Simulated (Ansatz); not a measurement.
CH3BrFGa, SMILES `[CH3][Ga]([F])[Br]`. Charge 0, multiplicity 1. Correlated methods include outer-core shells of Br, Ga, which these sets cover unevenly. Scalar relativity is left out up to krypton.

```csv
atom,x (Å),y (Å),z (Å)
C1,-0.1917,0.9777,-0.0720
Ga2,0.2324,-0.9155,0.0022
F3,1.1626,-1.6787,-1.2706
Br4,-0.3710,-2.3877,1.6310
H5,-0.4424,1.3506,0.9200
H6,0.6576,1.5286,-0.4769
H7,-1.0475,1.1250,-0.7337
```

Q: Give the diagnostics of a CCSD(T)/def2-TZVPP run (frozen core, the Gaussian-basis code of Ansatz). (Best estimate.)

A: The calculation gave: T1 = 0.0112, largest single amplitude 0.030, largest double 0.027, (T) share of the correlation energy 3.4 %, 9 CCSD cycles. The RHF solution is stable towards an unrestricted one. T1 lies under the customary mark of 0.02 for closed shells.
